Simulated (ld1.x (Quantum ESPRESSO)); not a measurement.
# aluminium (Al): what ld1.x (Quantum ESPRESSO) 7.5 does with a changed input

Command:

```bash
ld1.x < Al.in > Al.out
```

Input:

```
&input
   title='Al', zed=13., rel=1, dft='PBESOL', iswitch=3,
   config='[Ne] 3s1 3p0 3d-2',
   nld=3, rlderiv=1.70, eminld=-4.0, emaxld=5.0, deld=0.02
 /
 &inputp
   pseudotype=2, tm=.true., lloc=0,
   nlcc=.true., new_core_ps=.true., rcore=1.35,
   file_pseudopw='Al.UPF', file_wfcaegen='ae.wfc', file_wfcncgen='nc.wfc', file_beta='beta', file_chi='chi'
 /
3
3P  2  1   0.00   0.00  1.45  1.45  0.0
3D  3  2  -2.00  -0.15  1.55  1.55  0.0
3S  1  0   1.00   0.00  1.35  1.35  0.0
 &test
   configts(1)='3s1 3p0'
 /
```

This is an input that runs to its end, with one change: tm switched.

Task: How does the run end?

Result: The program runs through. The occupied levels of the test differ from the all-electron ones by at most 0.00000 Ry (unchanged input: 0.00000 Ry).

```
     atomic number is 13.00   valence charge is  3.00
     dft =PBESOL   lsd =0 sic =0 latt =0  beta=0.20 tr2=1.0E-14
     mesh =1135 r(mesh) = 100.48924 xmin = -7.00 dx = 0.01250

     n l     nl             e AE (Ry)        e PS (Ry)    De AE-PS (Ry)
     1 0     3S   1( 1.00)       -1.73825       -1.73824       -0.00000
     2 1     3P   1( 0.00)       -1.25982       -1.25981       -0.00001

     eps = 6.1E-16  iter =  7

     Etot =    -482.562231 Ry,    -241.281115 Ha,   -6565.593627 eV
     Etotps =    -6.385791 Ry,      -3.192896 Ha,     -86.883116 eV

     Ekin =       0.552639 Ry,       0.276319 Ha,       7.519035 eV
     Encl =      -2.548594 Ry,      -1.274297 Ha,     -34.675390 eV
     Ehrt =       0.406294 Ry,       0.203147 Ha,       5.527913 eV
     Ecxc =      -4.796130 Ry,      -2.398065 Ha,     -65.254674 eV
     (Ecc =      -4.314698 Ry,      -2.157349 Ha,     -58.704451 eV)

     ---------------------- End of pseudopotential test ----------------------
```
